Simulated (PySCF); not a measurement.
# Ionisation energy of Os⁶⁹⁺ by level of theory

Os⁶⁹⁺ [He] 2s2 2p3 (4S) → Os⁷⁰⁺ [He] 2s2 2p2 (3P), as a difference of total energies. Computed with PySCF 2.14 in an even-tempered Gaussian basis (18 s from 50 bohr⁻², ratio 2.2; 13 p from 65 bohr⁻², ratio 2.2; 5 d from 240 bohr⁻², ratio 2.4; 5 f from 360 bohr⁻², ratio 2.4; 4 g from 540 bohr⁻², ratio 2.4), with the spin-free X2C one-electron Hamiltonian (Gaussian nucleus). Correlated levels: nothing frozen; virtual orbitals above 40 to 60 times the deepest correlated orbital energy dropped. The calculations carry no spin-orbit coupling.

```tsv
method	ionisation energy (eV)
UHF	18190.5
LDA	18181.3
PBE	18184.0
PBE0	18185.9
r2SCAN	18191.1
MN15	18194.5
r2SCAN0	18191.2
MP2 (all electrons)	18190.8
SCS-MP2 (all electrons)	18190.3
```

Spin-orbit coupling is strong in these open shells (close to jj coupling). The scalar numbers leave it out and a first-order estimate fails, so it can dominate the gap to the real levels.

For this ion Breit and QED terms and the two-electron picture change, all absent here, outweigh the differences among the correlated methods.

For comparison: 17620 ± 50 eV (theoretical estimate listed by NIST; NIST Atomic Spectra Database, ionization energies).
